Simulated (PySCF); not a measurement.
Si(H)(NHSiH3)(Me)2 (C₂H₁₁NSi₂), SMILES C[SiH](C)N[SiH3]. Atoms are numbered in the order given.

```xyz
16

Si    -0.8583    -0.0355    -0.6086
C     -1.9113     1.5227    -0.5482
C     -1.2956    -1.2081     0.7946
N      0.8407     0.3682    -0.4512
Si     2.0428    -0.2884     0.6253
H     -1.1194    -0.7146    -1.9189
H     -2.9797     1.2829    -0.6792
H     -1.6285     2.2267    -1.3484
H     -1.7880     2.0406     0.4169
H     -2.3526    -1.5112     0.7228
H     -0.6840    -2.1246     0.7655
H     -1.1467    -0.7280     1.7753
H      1.2078     1.0212    -1.1400
H      2.3006    -1.7460     0.4086
H      3.3141     0.4552     0.3867
H      1.6495    -0.1314     2.0576
```

The structure is a stationary point at B3LYP-D3(BJ)/def2-SVP. The values are those of a single conformer.

Calculation: PBE0/pcSseg-1 in PySCF.

GIAO shieldings, no solvent; atoms listed in one row are averaged. δ = σ(ref) − σ: ²⁹Si against TMS (σ = 352.7 ppm); ¹³C against TMS (σ = 186.3 ppm); ¹⁵N against NH3 (σ = 267.4 ppm); ¹H against TMS (σ = 31.56 ppm), references at their B3LYP-D3(BJ)/def2-TZVP geometries, non-relativistic.

Question: Estimate the chemical shifts. (Estimate from the structure and the level; the computed values follow.)

Answer: 
```json
[
 {"nucleus": "²⁹Si", "atoms": "Si1", "count": "1", "δ (ppm)": "-6.7"},
 {"nucleus": "²⁹Si", "atoms": "Si5", "count": "1", "δ (ppm)": "-56.3"},
 {"nucleus": "¹³C", "atoms": "C2", "count": "1", "δ (ppm)": "4.5"},
 {"nucleus": "¹³C", "atoms": "C3", "count": "1", "δ (ppm)": "-1.6"},
 {"nucleus": "¹⁵N", "atoms": "N4", "count": "1", "δ (ppm)": "7.7"},
 {"nucleus": "¹H", "atoms": "H6", "count": "1", "δ (ppm)": "5.20"},
 {"nucleus": "¹H", "atoms": "H14, H15, H16", "count": "3", "δ (ppm)": "4.91"},
 {"nucleus": "¹H", "atoms": "H10, H11, H12", "count": "3", "δ (ppm)": "0.68"},
 {"nucleus": "¹H", "atoms": "H7, H8, H9", "count": "3", "δ (ppm)": "0.48"},
 {"nucleus": "¹H", "atoms": "H13", "count": "1", "δ (ppm)": "-0.22"}
]
```
